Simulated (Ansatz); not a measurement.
Basis-set extrapolation for `O=C=NB(N=C=O)N=C=O` (PBE0-D4/def2-TZVP geometry, frozen core, Ansatz). Multiplicity 1, RHF reference.

```csv
,def2-TZVPP,def2-QZVPP
HF,-526.602876,-526.624728
MP2 correlation,-1.763420,-1.892333
CCSD(T) correlation,-1.834623,not run
```

Energies in hartree. Use E(X) = E(∞) + A·exp(−7.88·√X) for Hartree–Fock and E(X) = E(∞) + B·X^(−2.97) for correlation, with X = 3 and 4, and add CCSD(T) minus MP2 of the smaller set to the MP2 limit.

Task: What is the CCSD(T) energy at the basis-set limit?

Result: HF limit: -526.624728 + (-0.021852) × 0.13774 = -526.62774. MP2 limit: -1.892333 + (-0.128913) × 0.74074 = -1.98782. Higher-order term: -1.834623 − (-1.763420) = -0.07120. Total: -528.68676 hartree, 156.4 kcal/mol below CCSD(T)/def2-TZVPP.
